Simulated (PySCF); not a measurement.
**Vibration and rotation of CaGe**

PBE0 constants of CaGe, ³Π (triplet), unpaired electrons σ ↑, π ↑, a second solution, started from another occupation (PySCF, no relativity, basis sets Ca pcseg-1, Ge pcseg-1; masses 39.9626 and 73.9212 u):

| Item | Value |
| --- | --- |
| ωe | 163.5 cm⁻¹ |
| ωexe | 0.819 cm⁻¹ |
| Be | 0.067623 cm⁻¹ |
| αe | 0.000406 cm⁻¹ |
| D (centrifugal) | 4.63e-08 cm⁻¹ |

Question: Give the vibrational terms G(v) and spacings up to v = 6.

Answer: G(v) = ωe(v+½) − ωexe(v+½)².

| v | G(v) (cm⁻¹) | G(v) − G(v−1) | Bv (cm⁻¹) |
| --- | --- | --- | --- |
| 0 | 81.5 |  | 0.06742 |
| 1 | 243.4 | 161.9 | 0.06701 |
| 2 | 403.6 | 160.2 | 0.06661 |
| 3 | 562.2 | 158.6 | 0.06620 |
| 4 | 719.2 | 156.9 | 0.06580 |
| 5 | 874.5 | 155.3 | 0.06539 |
| 6 | 1028.1 | 153.7 | 0.06498 |

Spin–orbit coupling is left out.
